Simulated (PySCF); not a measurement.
Cartesian coordinates in Å; atom numbers follow the order of the lines, from 1:
```xyz
21

C     1.8713    1.4584    0.2914
C     1.3715    0.5422   -0.5135
C     0.4116   -0.5450   -0.0893
C     1.0525   -1.9185   -0.3320
O     0.0986   -0.4656    1.2744
Si   -1.1901    0.3595    1.8335
O    -1.7678    1.2650    0.6029
C    -1.5817    0.9231   -0.7331
C    -0.8647   -0.4070   -0.9439
F    -1.7354   -1.4275   -0.6146
H     2.5612    2.2063   -0.0596
H     1.6070    1.4889    1.3343
H     1.6433    0.5010   -1.5600
H     1.9201   -2.0201    0.3143
H     1.3591   -2.0238   -1.3695
H     0.3373   -2.6986   -0.0846
H    -0.7326    1.3451    2.7968
H    -2.1767   -0.6109    2.2894
H    -0.9969    1.7154   -1.2168
H    -2.5671    0.8652   -1.2137
H    -0.6291   -0.5362   -2.0069
```

One computed conformer, averaged over atoms made equivalent by symmetry, fast rotation or ring inversion, no solvent model, non-relativistic Hamiltonian. NMR shieldings at PBE0/pcSseg-1/GIAO; structure optimised with GFN2-xTB; PySCF 2.14.0 with density-fitted response routines.

δ = σ(ref) − σ, references computed at the same level: TMS for 13C and 1H and 29Si; H2O for 17O; CFCl3 for 19F.

```
      atoms  nucleus  count  Hirshfeld charge  δ (ppm)
        H21       1H      1              0.05     4.42
        H18       1H      1             -0.08     5.23
        H20       1H      1              0.04        ?
        H17       1H      1             -0.08     4.96
         O7      17O      1             -0.23     16.9
        H12       1H      1              0.04     6.09
        H11       1H      1              0.05        ?
        F10      19F      1             -0.09        ?
         C2      13C      1             -0.05    149.6
         C8      13C      1              0.00     67.8
         C4      13C      1             -0.13     29.1
        Si6     29Si      1              0.44    -33.5
        H19       1H      1              0.04     4.55
H14/H15/H16       1H      3              0.04     1.50
         C3      13C      1              0.08     79.8
        H13       1H      1              0.05        ?
         C1      13C      1             -0.09    121.7
         O5      17O      1             -0.22        ?
         C9      13C      1              0.05        ?
```

Question: Estimate the values marked ?.

Answer: 
- C9: 96.6 ppm, sp3 CH bonded to F; deshielded by the electronegative neighbour
- H13: 6.12 ppm, hydrogen on an alkene CH; a vinylic proton, deshielded by the sp2 carbon and the C=C anisotropy
- H11: 5.69 ppm, hydrogen on a terminal =CH2 carbon; attached to an sp2 carbon and in the plane of the double bond
- H20: 4.63 ppm, hydrogen on an sp3 CH2 bonded to O; its carbon carries O, hence the downfield position
- O5: 50.6 ppm, oxygen bonded to C, Si, in a 6-membered ring
- F10: -230.8 ppm, fluorine on an sp3 carbon

Shifts are as computed. Against solution values, carbons near 30 ppm lie about +3 ppm off and those near 130 ppm about +5 ppm. Of 1211 compounds with measured shifts, 218 miss one by over three times the rms of a fit or turn the order of signals round; such compounds aren't used in these exercises. Unscaled 19F shifts against computed CFCl3 carry errors that often reach 10 to 50 ppm. Experimental scales use liquid or dissolved standards, which lie at an offset from isolated H2O (liquid H2O: subtract about 36 ppm).
